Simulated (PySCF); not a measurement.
H$_{4}$MgOSi (SMILES [MgH][O][SiH3]), singlet, at a GFN2-xTB geometry (such geometries of metal compounds can be far from the true shape). Base run: B3LYP/cc-pVDZ, polarisability run with PySCF.

Here is a job for PySCF.
```python
from pyscf import gto, scf, dft
from pyscf.prop import polarizability

mol = gto.M(
    atom='''
Mg   -1.49001871   -0.76521879    0.82490882
H    -2.71892048   -1.39056401    1.52453286
O    -0.08990263   -0.04679003    0.04770439
Si    1.18767481    0.60986861   -0.65778288
H     1.20615474    0.19749955   -2.07644804
H     2.40389032    0.13223998    0.03180913
H     1.08087363    2.07960957   -0.55147454
''',
    basis='cc-pvdz',
    verbose=4,
)

mf = dft.RKS(mol)
mf.xc = 'b3lyp'
mf.kernel()
alpha = mf.Polarizability().polarizability()[2, 2]
print('alpha_zz =', alpha)
```

Each row names what was changed in the base input (with any setting that the change needs).

```json
[
 {"change": "base", "alpha_zz (bohr³)": "46.01", "basis functions": "70", "core-seconds (rough)": "10"},
 {"change": "basis = def2-TZVP", "alpha_zz (bohr³)": "50.30", "basis functions": "124", "core-seconds (rough)": "30"},
 {"change": "finite field (a.u.) = 0.02; conv_tol = 1e-11", "alpha_zz (bohr³)": "46.38", "basis functions": "70", "core-seconds (rough)": "10"},
 {"change": "basis = def2-SVPD", "alpha_zz (bohr³)": "52.91", "basis functions": "100", "core-seconds (rough)": "20"},
 {"change": "basis = STO-3G", "alpha_zz (bohr³)": "19.33", "basis functions": "27", "core-seconds (rough)": "4"},
 {"change": "functional = hf", "alpha_zz (bohr³)": "40.19", "basis functions": "70", "core-seconds (rough)": "2"},
 {"change": "functional = pbe0", "alpha_zz (bohr³)": "___", "basis functions": "70", "core-seconds (rough)": "10"},
 {"change": "functional = lda,vwn", "alpha_zz (bohr³)": "___", "basis functions": "70", "core-seconds (rough)": "10"},
 {"change": "finite field (a.u.) = 0.001; conv_tol = 1e-6", "alpha_zz (bohr³)": "45.37", "basis functions": "70", "core-seconds (rough)": "10"},
 {"change": "basis = def2-SVP", "alpha_zz (bohr³)": "46.85", "basis functions": "70", "core-seconds (rough)": "10"},
 {"change": "basis = aug-cc-pVDZ", "alpha_zz (bohr³)": "53.67", "basis functions": "113", "core-seconds (rough)": "30"},
 {"change": "finite field (a.u.) = 0.001; conv_tol = 1e-11", "alpha_zz (bohr³)": "46.01", "basis functions": "70", "core-seconds (rough)": "10"}
]
```

Problem. Fill in the missing entries.

Solution. 
- functional = pbe0, alpha_zz (bohr³): 45.88
- functional = lda,vwn, alpha_zz (bohr³): 49.91

Finite-field rows take the second difference of the energy in a field along z; a small field with loose convergence shows SCF noise divided by the square of the field, and a large one adds hyperpolarisability.
